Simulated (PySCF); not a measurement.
Predicted microwave data (PBE0-D3(BJ)/def2-SVP geometry optimisation, gas phase (PySCF 2.14.0)) for one isomer of C2H6SSi:

| Item | Value |
| --- | --- |
| Rotational constants | A = 11368, B = 2084, C = 1914 MHz |
| Dipole components | \|μa\| = 1.76 D, \|μb\| = 0.59 D, \|μc\| = 0.52 D |
| Inertial defect | -22.89 u·Å² |
| κ | -0.96 |

Problem. Which structure is it? (One computed conformer of each.)
A. `[CH2:1]=[CH:2][SiH2:3][SH:4]` with C1–C2–Si3–S4 121°, C2–Si3–S4–H -58°
B. `[CH2:1]=[CH:2][S:3][SiH3:4]` with C1–C2–S3–Si4 1°

Solution. A. It is C=C[SiH2]S, a near-prolate asymmetric top, point group C1. The candidates at the same level (rigid rotor, commonest isotopes):

| SMILES | A (MHz) | B (MHz) | C (MHz) | μa (D) | μb (D) | μc (D) | Δ (u·Å²) | point group | rotor |
| --- | --- | --- | --- | --- | --- | --- | --- | --- | --- |
| C=CS[SiH3] | 6991 | 3280 | 2293 | 0.17 | 1.01 | 0.00 | -5.96 | Cs | asymmetric top |
| C=C[SiH2]S | 11368 | 2084 | 1914 | 1.76 | 0.59 | 0.52 | -22.89 | C1 | near-prolate asymmetric top |

`C=CS[SiH3]` has B 57 % too high. No structure here is proved a minimum.
